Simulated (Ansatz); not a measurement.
Ansatz (an electronic-structure program) input file for F5OSi2, SMILES [Si](O[Si](F)(F)F)(F)F (connectivity only; charge and spin as stated), charge +1, multiplicity 1, B3LYP-D3(BJ)/def2-SVP. 

Ansatz 0.2 input:
```yaml
crystal:
  periodic: [false, false, false]
  atoms:
    - {symbol: F, position_ang: [2.52168237, -1.38599753, -0.01067955]}
    - {symbol: Si, position_ang: [1.70229368, -0.10112070, -0.24929197]}
    - {symbol: F, position_ang: [2.53224067, 1.10110385, -0.74440591]}
    - {symbol: O, position_ang: [0.18997921, -0.02876599, -0.01212484]}
    - {symbol: Si, position_ang: [-1.49084382, 0.08585327, 0.22146177]}
    - {symbol: F, position_ang: [-1.62185158, 1.11601634, 1.37586956]}
    - {symbol: F, position_ang: [-1.91691999, -1.36087376, 0.58874876]}
    - {symbol: F, position_ang: [-2.01294386, 0.57907023, -1.15546378]}
basis:
  gaussian:
    orbitals: def2-SVP
hamiltonian:
  xc: b3lyp
  dispersion: d3bj
total_charge: 1
relax: {f_tol: 0.002, max_steps: 200}
```

Output:

```
WARN ansatz: RAYON_NUM_THREADS=2 ignored (pool sized by the plan → 2); use --threads N
Functional definition: B3LYP
integrals: 0.07 GiB planned
1165 factors; integrals over basis functions are off by at most 3.7e-4 eV
mean field: 0.66 GiB planned
mean field evaluation 1: about -31353.1926 eV, gradient 1.1e2 eV
mean field evaluation 2: about -31326.2719 eV, gradient 1.7e2 eV
mean field evaluation 4: about -31370.5851 eV, gradient 7.5e0 eV
mean field evaluation 8: about -31370.6781 eV, gradient 7.5e-2 eV
mean field -31370.67813833 eV, -1152.8511577742 hartree, gradient 3.5e-5 eV, S^2 0.000000; 0 other end points of the search recorded, 0 dependent functions left out
the calculation of the forces begins
reference -31370.67835980 eV, -1152.8511659130 hartree; 40, 40 occupied and 80, 80 virtual orbitals, 1165 factors
relax step   1: F+E_penalty+E_count = -31370.99143964 eV  Δ(F+E_penalty+E_count) = +0.000e0 eV  max|allowed force component| = 8.850e-1 eV/Å  Δτ_max = 0.0000 Å  (24 SCF iters, accepted)
these checks for a lower state are left out or cut short: starts, cluster_reference, orbital_swaps, neighbouring_geometries, increment
integrals: 0.07 GiB planned
1165 factors; integrals over basis functions are off by at most 3.7e-4 eV
mean field: 0.66 GiB planned
mean field evaluation 16: about -31370.7137 eV, gradient 2.0e0 eV
mean field -31370.72214893 eV, -1152.8527751338 hartree, gradient 2.9e-5 eV, S^2 0.000000; 0 other end points of the search recorded, 0 dependent functions left out
the calculation of the forces begins
reference -31370.72237048 eV, -1152.8527832756 hartree; 40, 40 occupied and 80, 80 virtual orbitals, 1165 factors
relax step   2: F+E_penalty+E_count = -31371.03358873 eV  Δ(F+E_penalty+E_count) = -4.215e-2 eV  max|allowed force component| = 4.601e-1 eV/Å  Δτ_max = 0.0195 Å  (24 SCF iters, accepted)
these checks for a lower state are left out or cut short: starts, cluster_reference, orbital_swaps, neighbouring_geometries, increment
integrals: 0.07 GiB planned
1165 factors; integrals over basis functions are off by at most 3.8e-4 eV
mean field: 0.66 GiB planned
mean field -31370.70740292 eV, -1152.8522332283 hartree, gradient 2.2e-5 eV, S^2 0.000000; 0 other end points of the search recorded, 0 dependent functions left out
the calculation of the forces begins
reference -31370.70762590 eV, -1152.8522414225 hartree; 40, 40 occupied and 80, 80 virtual orbitals, 1165 factors
relax step   3: F+E_penalty+E_count = -31371.01677200 eV  Δ(F+E_penalty+E_count) = +1.682e-2 eV  max|allowed force component| = 7.379e-1 eV/Å  Δτ_max = 0.0746 Å  (28 SCF iters, rejected (line search))
these checks for a lower state are left out or cut short: starts, cluster_reference, orbital_swaps, neighbouring_geometries, increment
integrals: 0.07 GiB planned
1165 factors; integrals over basis functions are off by at most 3.8e-4 eV
mean field: 0.66 GiB planned
mean field evaluation 32: about -31370.7400 eV, gradient 2.0e-5 eV
mean field -31370.74001792 eV, -1152.8534318071 hartree, gradient 2.0e-5 eV, S^2 0.000000; 0 other end points of the search recorded, 0 dependent functions left out
the calculation of the forces begins
reference -31370.74023963 eV, -1152.8534399548 hartree; 40, 40 occupied and 80, 80 virtual orbitals, 1165 factors
relax step   4: F+E_penalty+E_count = -31371.04974068 eV  Δ(F+E_penalty+E_count) = -1.615e-2 eV  max|allowed force component| = 2.508e-1 eV/Å  Δτ_max = 0.0205 Å  (25 SCF iters, accepted)
these checks for a lower state are left out or cut short: starts, cluster_reference, orbital_swaps, neighbouring_geometries, increment
integrals: 0.07 GiB planned
1165 factors; integrals over basis functions are off by at most 3.8e-4 eV
mean field: 0.66 GiB planned
mean field -31370.74087385 eV, -1152.8534632621 hartree, gradient 2.7e-5 eV, S^2 0.000000; 0 other end points of the search recorded, 0 dependent functions left out
the calculation of the forces begins
reference -31370.74109545 eV, -1152.8534714058 hartree; 40, 40 occupied and 80, 80 virtual orbitals, 1165 factors
relax step   5: F+E_penalty+E_count = -31371.05050226 eV  Δ(F+E_penalty+E_count) = -7.616e-4 eV  max|allowed force component| = 2.868e-2 eV/Å  Δτ_max = 0.0082 Å  (25 SCF iters, accepted)
these checks for a lower state are left out or cut short: starts, cluster_reference, orbital_swaps, neighbouring_geometries, increment
integrals: 0.07 GiB planned
1165 factors; integrals over basis functions are off by at most 3.8e-4 eV
mean field: 0.66 GiB planned
mean field -31370.74086416 eV, -1152.8534629059 hartree, gradient 2.6e-5 eV, S^2 0.000000; 0 other end points of the search recorded, 0 dependent functions left out
the calculation of the forces begins
reference -31370.74108570 eV, -1152.8534710476 hartree; 40, 40 occupied and 80, 80 virtual orbitals, 1165 factors
relax step   6: F+E_penalty+E_count = -31371.05053388 eV  Δ(F+E_penalty+E_count) = -3.162e-5 eV  max|allowed force component| = 5.118e-3 eV/Å  Δτ_max = 0.0044 Å  (24 SCF iters, accepted)
these checks for a lower state are left out or cut short: starts, cluster_reference, orbital_swaps, neighbouring_geometries, increment
integrals: 0.07 GiB planned
1165 factors; integrals over basis functions are off by at most 3.8e-4 eV
mean field: 0.66 GiB planned
mean field -31370.74087583 eV, -1152.8534633350 hartree, gradient 6.0e-5 eV, S^2 0.000000; 0 other end points of the search recorded, 0 dependent functions left out
the calculation of the forces begins
reference -31370.74109737 eV, -1152.8534714762 hartree; 40, 40 occupied and 80, 80 virtual orbitals, 1165 factors
relax step   7: F+E_penalty+E_count = -31371.05053781 eV  Δ(F+E_penalty+E_count) = -3.931e-6 eV  max|allowed force component| = 8.301e-4 eV/Å  Δτ_max = 0.0018 Å  (19 SCF iters, accepted)
these checks for a lower state are left out or cut short: starts, cluster_reference, orbital_swaps, neighbouring_geometries, increment
integrals: 0.07 GiB planned
1165 factors; integrals over basis functions are off by at most 3.8e-4 eV
mean field: 0.66 GiB planned
mean field -31370.74088318 eV, -1152.8534636049 hartree, gradient 1.4e-5 eV, S^2 0.000000; 0 other end points of the search recorded, 0 dependent functions left out
the calculation of the forces begins
reference -31370.74110469 eV, -1152.8534717455 hartree; 40, 40 occupied and 80, 80 virtual orbitals, 1165 factors
relax step   8: F+E_penalty+E_count = -31371.05054003 eV  Δ(F+E_penalty+E_count) = -2.219e-6 eV  max|allowed force component| = 1.353e-3 eV/Å  Δτ_max = 0.0027 Å  (21 SCF iters, accepted)
these checks for a lower state are left out or cut short: starts, cluster_reference, orbital_swaps, neighbouring_geometries, increment
integrals: 0.07 GiB planned
1165 factors; integrals over basis functions are off by at most 3.8e-4 eV
mean field: 0.66 GiB planned
mean field -31370.74086371 eV, -1152.8534628894 hartree, gradient 1.7e-5 eV, S^2 0.000000; 0 other end points of the search recorded, 0 dependent functions left out
the calculation of the forces begins
reference -31370.74108522 eV, -1152.8534710298 hartree; 40, 40 occupied and 80, 80 virtual orbitals, 1165 factors
relax step   9: F+E_penalty+E_count = -31371.05051925 eV  Δ(F+E_penalty+E_count) = +2.078e-5 eV  max|allowed force component| = 1.755e-2 eV/Å  Δτ_max = 0.0021 Å  (22 SCF iters, rejected (line search))
these checks for a lower state are left out or cut short: starts, cluster_reference, orbital_swaps, neighbouring_geometries, increment
integrals: 0.07 GiB planned
1165 factors; integrals over basis functions are off by at most 3.8e-4 eV
mean field: 0.66 GiB planned
mean field -31370.74088302 eV, -1152.8534635991 hartree, gradient 2.2e-5 eV, S^2 0.000000; 0 other end points of the search recorded, 0 dependent functions left out
the calculation of the forces begins
reference -31370.74110453 eV, -1152.8534717394 hartree; 40, 40 occupied and 80, 80 virtual orbitals, 1165 factors
relax step  10: F+E_penalty+E_count = -31371.05054044 eV  Δ(F+E_penalty+E_count) = -4.057e-7 eV  max|allowed force component| = 8.251e-4 eV/Å  Δτ_max = 0.0010 Å  (18 SCF iters, accepted)
integrals: 0.07 GiB planned
1165 factors; integrals over basis functions are off by at most 3.8e-4 eV
mean field: 0.66 GiB planned
mean field evaluation 64: about -31370.7409 eV, gradient 2.2e-5 eV
mean field -31370.74088302 eV, -1152.8534635991 hartree, gradient 2.2e-5 eV, S^2 0.000000; 1 other end points of the search recorded, 0 dependent functions left out
the calculation of the forces begins
reference -31370.74110453 eV, -1152.8534717394 hartree; 40, 40 occupied and 80, 80 virtual orbitals, 1165 factors
Total energy: -31371.05076194 eV, -1152.8648514395 hartree
Atom 0 at     2.543073    -1.407634    -0.003073 Å, force     0.000254    -0.000311     0.000048 eV/Å
Atom 1 at     1.732702    -0.102843    -0.254211 Å, force    -0.000801    -0.000409    -0.000161 eV/Å
Atom 2 at     2.564143     1.116858    -0.747718 Å, force     0.000107     0.000239    -0.000077 eV/Å
Atom 3 at     0.204642    -0.024238    -0.028591 Å, force     0.000081     0.000825     0.000281 eV/Å
Atom 4 at    -1.486549     0.085778     0.218328 Å, force     0.000669    -0.000187     0.000357 eV/Å
Atom 5 at    -1.650363     1.123996     1.390548 Å, force    -0.000199    -0.000293    -0.000299 eV/Å
Atom 6 at    -1.943456    -1.371673     0.598861 Å, force    -0.000075    -0.000031     0.000114 eV/Å
Atom 7 at    -2.060555     0.585042    -1.160030 Å, force    -0.000035     0.000167    -0.000262 eV/Å
Dipole moment:     0.976184    -0.059021    -0.143196 e Å
```

The run converged.

Cost: very roughly 50 core-seconds.
